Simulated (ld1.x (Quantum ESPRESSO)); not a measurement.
# Logarithmic derivatives: silicon, TM semilocal

```
Element                 : Si (Z = 14)
Generator               : ld1.x (Quantum ESPRESSO) 7.5
Type                    : norm-conserving Troullier–Martins (semilocal form)
Functional              : PBE
Relativity              : scalar-relativistic
Frozen core             : [Ne]
Valence charge          : 4
Reference configuration : 3s2 3p2
Partial waves           : 3p (bound): rc 1.50 bohr; 3s (bound): rc 1.70 bohr
Local potential         : the s channel
Core correction         : Bessel-smoothed model core inside 0.75 bohr
```

The phase is arctan(r·u′/u) with u = r·R(r), unwrapped; energies in Ry, scanned from -3 to 5 Ry. A pole is an energy at which the radial function vanishes at the test radius. The pseudo phase is shifted by a multiple of π to meet the all-electron one at the reference energy, and phase errors are pseudo minus all-electron; the curves can meet again beyond the range given. Levels narrower than the energy grid can be missing from the lists of poles.

| channel | radius (bohr) | reference energy (Ry) | poles, all-electron | poles, pseudo | unbroken range about the reference energy with phases within 0.05 rad | phase error 1 Ry above the reference energy (rad) |
| --- | --- | --- | --- | --- | --- | --- |
| s | 1.85 | -0.79 | 3.08 | 2.78 | below 4.4 | -0.006 |
| p | 1.85 | -0.30 | 4.02 | 3.42 | below 3.6 | -0.018 |

Phases in the s channel:

```
E (Ry)  all-electron  pseudo
 -3.00         1.111   1.107
 -2.76         1.074   1.070
 -2.52         1.028   1.024
 -2.28         0.971   0.967
 -2.04         0.897   0.893
 -1.80         0.800   0.796
 -1.56         0.669   0.667
 -1.32         0.491   0.489
 -1.08         0.253   0.252
 -0.84        -0.044  -0.044
 -0.60        -0.359  -0.359
 -0.36        -0.638  -0.640
 -0.12        -0.856  -0.860
  0.12        -1.017  -1.022
  0.36        -1.135  -1.142
  0.60        -1.224  -1.232
  0.84        -1.292  -1.301
  1.08        -1.347  -1.357
  1.32        -1.391  -1.402
  1.56        -1.427  -1.440
  1.80        -1.458  -1.472
  2.04        -1.485  -1.500
  2.28        -1.508  -1.526
  2.52        -1.529  -1.548
  2.76        -1.548  -1.569
  3.00        -1.566  -1.589
  3.24        -1.582  -1.608
  3.48        -1.597  -1.626
  3.72        -1.611  -1.644
  3.96        -1.625  -1.663
  4.20        -1.638  -1.681
  4.44        -1.652  -1.701
  4.68        -1.665  -1.722
  4.92        -1.678  -1.746
```
